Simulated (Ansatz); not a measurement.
`C[O][Zr]([CH3])([Cl])[Cl]` and `[CH3][Zr]([Cl])([Cl])[Cl]` differ in one atom or group.

Ansatz, PBE0-D4/def2-TZVP geometries, multiplicity 1. Each molecule was computed in one conformer, which needn't be the lowest.

Elements past krypton have def2 core potentials.

| property | `C[O][Zr]([CH3])([Cl])[Cl]` |
| --- | --- |
| size of the dipole moment (PBE/def2-TZVPP) / D | 3.21 |
| LUMO energy (PBE/def2-TZVPP) / eV | -2.32 |
| zero-point energy (PBE0-D4/def2-TZVP) / kJ/mol | 205.4 |
| LUMO energy (ωB97M-V/def2-TZVPP) / eV | 0.65 |
| LUMO energy (PBE0/def2-TZVPP) / eV | -1.46 |
| HOMO–LUMO gap (PBE0/def2-TZVPP) / eV | 6.53 |

(1) What does the change do to each property? (Estimate.)

## Answers

(1) Ansatz gave: 
```
                                      property  `[CH3][Zr]([Cl])([Cl])[Cl]`   shift
size of the dipole moment (PBE/def2-TZVPP) / D                         1.24   -1.97
             LUMO energy (PBE/def2-TZVPP) / eV                        -3.06   -0.74
zero-point energy (PBE0-D4/def2-TZVP) / kJ/mol                         99.2  -106.2
         LUMO energy (ωB97M-V/def2-TZVPP) / eV                        -0.10   -0.75
            LUMO energy (PBE0/def2-TZVPP) / eV                        -2.23   -0.77
          HOMO–LUMO gap (PBE0/def2-TZVPP) / eV                         6.33   -0.20
```

With PBE0 the HOMO falls by 0.57 eV and the LUMO falls by 0.77 eV, so the gap narrows by about 0.20 eV. PBE moves the HOMO by -0.56 eV and ωB97M-V by -0.56 eV. The zero-point energy changes by -106.2 kJ/mol with -12 modes. Dipoles are sizes alone; their direction can turn.
